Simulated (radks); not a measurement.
Values are calculated unless marked as measured or tabulated.
Effect of the nuclear size on the calcium ion Ca2+, [Ar]. Level of theory: Dirac Kohn-Sham, LDA (Slater exchange, Perdew-Wang correlation), spin-unpolarised, spherical densities, finite nucleus; Fermi nuclear charge, rms radius 3.4776 fm (a radial shooting solver on a logarithmic mesh with Libxc functionals). The rms radius is varied about that value; shifts are against it.

| rms radius (fm) | total energy shift (eV) | density at nucleus (e/bohr^3) | 1s1/2 shift (meV) | 2s1/2 shift (meV) | 2p1/2 shift (meV) |
|---|---|---|---|---|---|
| 2.8203 | -0.0103 | 6151 | -4.34 | -0.345 | 0.051 |
| 3.3246 | -0.00258 | 6125 | -1.09 | -0.087 | 0.013 |
| 3.4776 | 0 | 6118 | 0.000 | 0.000 | 0.000 |
| 3.7732 | 0.00530 | 6105 | 2.24 | 0.178 | -0.026 |
| 4.1105 | 0.0119 | 6092 | 5.02 | 0.398 | -0.059 |

Slopes of the eigenvalues against <r^2> in GHz/fm^2, as finite differences over the two radii next to the reference (eigenvalue slopes, not the field-shift constants of lines): 1s1/2 253, 2s1/2 20.1, 2p1/2 -2.96.
